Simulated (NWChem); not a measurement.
# Ionisation of C₄H₅

```xyz
9

C      1.4995     1.2118     0.0000
C      0.2541     0.7653     0.0000
C     -0.1347    -0.6449     0.0000
C     -1.4061    -1.0683     0.0000
H      2.5073     0.7948     0.0000
H     -0.5698     1.4946     0.0000
H      0.6796    -1.3782     0.0000
H     -2.2419    -0.3616     0.0000
H     -1.6520    -2.1328     0.0000
```
Charge 0, spin multiplicity 2.

All runs are NWChem calculations. The geometry was optimised at UPBE0/def2-SVP, a minimum by its harmonic frequencies. It is one conformer; others weren't searched.

Basis set: def2-SVPD. The species with one electron less has spin multiplicity 3 and keeps the geometry of the parent. Δ marks differences of total energies (open shells unrestricted). −ε marks an orbital energy of the parent. That orbital need not have the symmetry of the hole or added electron in the Δ rows.

B3LYP has NWChem's definition, with VWN1-RPA local correlation. The structure started from a generated list of species. The unpaired electrons of the parent sit in orbitals of symmetry a' (Cs labels of the run); other states weren't searched. No SCF solution was tested for a lower state.

For the first vertical ionisation energy, G0W0@PBE0 gives 8.66 eV and ΔB3LYP gives 9.00 eV. What do −ε(beta HOMO) of LC-wPBE (omega 0.3 per bohr), −ε(beta HOMO) of M06-2X, ΔLC-wPBE (omega 0.3 per bohr) give?

−ε(beta HOMO) of LC-wPBE (omega 0.3 per bohr): 9.05 eV; −ε(beta HOMO) of M06-2X: 7.88 eV; ΔLC-wPBE (omega 0.3 per bohr): 9.12 eV.
